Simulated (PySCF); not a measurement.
Computed shifts of a molecule C4H5FSi, PySCF with PBE/pcSseg-1, GIAO, gas phase, atoms alike by connectivity averaged where their shifts nearly agree, in ppm (number of nuclei): ¹³C: 150.5 (1), 134.7 (1), 93.9 (1), 88.3 (1). ²⁹Si: -4.5 (1). ¹⁹F: -254.2 (1). ¹H: 6.80 (1), 6.64 (1), 5.97 (2), 3.63 (1). References: ¹³C against TMS (σ = 182.0 ppm); ²⁹Si against TMS (σ = 335.4 ppm); ¹⁹F against CFCl3 (σ = 133.6 ppm); ¹H against TMS (σ = 31.49 ppm), references at their B3LYP-D3(BJ)/def2-TZVP geometries, non-relativistic. Geometry optimised at ωB97X-D3(BJ)/def2-SVP. Other conformers were not sampled.

**Question.** Which structure fits?
A) C#C/C(F)=C/[SiH3]
B) C=CC#C[SiH2]F
C) C=C(F)C#C[SiH3]
D) C#C/C=C\[SiH2]F

**Answer.** D, C#C/C=C\[SiH2]F
